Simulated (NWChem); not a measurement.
Molecule: TaSF$_{3}$; SMILES [F][Ta]([F])([F])=[S]

```xyz
5

Ta     0.0000     0.0000    -0.0858
S      0.0000     0.0000     2.0630
F      0.4903     1.7106    -0.6483
F     -1.7266    -0.4307    -0.6483
F      1.2363    -1.2800    -0.6483
```
Atoms are numbered in this order, from 1.

Computed with NWChem. Geometry: optimised at PBE0/def2-SVP. def2 effective core potentials on Ta; no spin-orbit coupling. B3LYP is NWChem's, with the RPA form of VWN correlation. Field at 589 nm.

Q: What does the run give for B3LYP/def2-SVP? Quantities: isotropic polarisability (bohr³); anisotropy (bohr³).

A: The isotropic polarisability (bohr³) comes out as 49.0. The anisotropy (bohr³) is 26.2.
